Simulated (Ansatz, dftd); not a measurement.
System: GaHF$_{2}$, charge 0, singlet. GaHF2 (SMILES [F][GaH][F]).
B3LYP-D3(BJ)/def2-TZVP minimum from Ansatz (a quantum-chemistry and plane-wave program):
```xyz
4

Ga    -0.2237    -0.1515    -0.1755
H     -1.2905    -0.8741    -1.0123
F     -0.0651     1.5892    -0.0810
F      0.9791    -0.9702     0.7979
```

Property: atomisation energy (electronic, to ground-state atoms), in kJ/mol. Open shells are spin-unrestricted; no spin-orbit coupling. Cores are frozen in correlated methods (noble-gas shells, and filled d and f shells in the p block). No relativity. CBS(X,Y): correlation extrapolated as X^-3, Hartree-Fock from the larger set (Q,5: extrapolated as (X+1)exp(-9√X)). A bracket is a step between two methods taken in the basis named. Double hybrids freeze cores in their MP2 part. For partners of very few electrons the exact lower level stands in for a higher one.

| level | program | atomisation energy (kJ/mol) | difference against the last row |
|---|---|---|---|
| HF/cc-pV5Z | Ansatz | 889.2 | -387.7 |
| r2SCAN-D3(BJ)/def2-TZVPD | Ansatz + dftd3 | 1250.0 | -26.9 |
| r2SCAN/def2-TZVPD | Ansatz | 1249.1 | -27.8 |
| B3LYP-D3(BJ)/def2-TZVPD | Ansatz + dftd3 | 1215.5 | -61.4 |
| PBE0-D3(BJ)/def2-TZVPD | Ansatz + dftd3 | 1211.3 | -65.6 |
| B2GP-PLYP/def2-TZVPD | Ansatz | 1237.3 | -39.6 |
| MP2/cc-pVQZ | Ansatz | 1325.3 | 48.4 |
| MP2/CBS(cc-pVTZ,cc-pVQZ) | Ansatz | 1340.6 | 63.7 |
| CCSD(T)/cc-pVDZ | Ansatz | 1133.1 | -143.8 |
| CCSD(T)/cc-pVTZ | Ansatz | 1226.5 | -50.4 |
| CCSD(T)/CBS(cc-pVTZ,cc-pVQZ) | Ansatz | 1275.4 | -1.5 |
| CCSDT(Q)/cc-pVDZ | Ansatz | 1135.8 | -141.1 |
| CCSDT(Q)/cc-pVTZ | Ansatz | 1226.8 | -50.1 |
| CCSD(T)/CBS(cc-pVQZ,cc-pV5Z) + [CCSDT(Q) - CCSD(T)]/cc-pVDZ | Ansatz | 1279.3 | 2.4 |
| CCSD(T)/CBS(cc-pVQZ,cc-pV5Z) + [CCSDT(Q) - CCSD(T)]/cc-pVTZ | Ansatz | 1276.9 | 0.0 |
